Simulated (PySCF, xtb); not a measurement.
Mo(NH)(S)(Cl)2 (Cl₂HMoNS), SMILES [NH]=[Mo](=[S])([Cl])[Cl], multiplicity 1.

GFN2-xTB run with xtb at its own geometry gives an orbital gap of 2.11 eV and a dipole moment of 3.80 D.

The structure is a stationary point at B3LYP-D3(BJ)/def2-SVP. The spin state was assumed, not searched. The structure was generated by enumeration; whether it is a known compound was not checked. The def2 effective core potentials stand for the cores of Mo; spin–orbit coupling is left out.

Q: What does PBE/def2-TZVP in PySCF give? (An estimate is asked for; the answer gives what the named calculation found.)

A: gap 2.60 eV (levels -6.83 and -4.23 eV), dipole 1.93 D.
